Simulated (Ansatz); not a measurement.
Scan of H2Cl (cation, charge +1), singlet: symmetric bend, bond length relaxed. Scanned: H-Cl-H angle. Other coordinates (Cl-H bond length) were minimised at PBE0/def2-TZVP.

Computed with: RKS-PBE/cc-pVDZ = restricted PBE/cc-pVDZ in Ansatz (a quantum-chemistry and plane-wave program); RKS-B3LYP/cc-pVDZ = restricted B3LYP/cc-pVDZ (Ansatz); FCI/cc-pVDZ = Ansatz with full CI/cc-pVDZ, frozen core.

Energies relative to the lowest point of each profile, in kcal/mol; the last columns give the error against full CI:

| a / ° | RKS-PBE/cc-pVDZ | RKS-B3LYP/cc-pVDZ | FCI/cc-pVDZ | RKS-PBE/cc-pVDZ − FCI/cc-pVDZ | RKS-B3LYP/cc-pVDZ − FCI/cc-pVDZ |
|---|---|---|---|---|---|
| 180 | 53.4 | 55.6 | 58.5 | -5.1 | -2.9 |
| 168.02 | 50.0 | 52.0 | 54.5 | -4.5 | -2.5 |
| 159.21 | 43.9 | 45.5 | 47.5 | -3.6 | -2.0 |
| 148.38 | 34.0 | 35.0 | 36.4 | -2.5 | -1.4 |
| 137.74 | 23.6 | 24.2 | 25.1 | -1.5 | -0.9 |
| 132.12 | 18.4 | 18.8 | 19.5 | -1.1 | -0.7 |
| 121.60 | 9.9 | 10.0 | 10.4 | -0.5 | -0.4 |
| 112.32 | 4.3 | 4.2 | 4.4 | -0.1 | -0.1 |
| 99.47 | 0.0 | 0.0 | 0.0 | 0.0 | 0.0 |
| 88.88 | 0.0 | 0.2 | 0.2 | -0.2 | 0.0 |
| 79.12 | 3.0 | 3.5 | 3.5 | -0.5 | 0.0 |
| 67.80 | 10.2 | 11.3 | 11.3 | -1.1 | 0.1 |
| 60 | 17.4 | 19.0 | 19.0 | -1.5 | 0.0 |

RKS-PBE/cc-pVDZ is furthest from FCI/cc-pVDZ at 180 (-5.1 kcal/mol, below); its mean absolute error over the points is 1.7 kcal/mol.

RKS-B3LYP/cc-pVDZ is furthest from FCI/cc-pVDZ at 180 (-2.9 kcal/mol, below); its mean absolute error over the points is 0.8 kcal/mol.
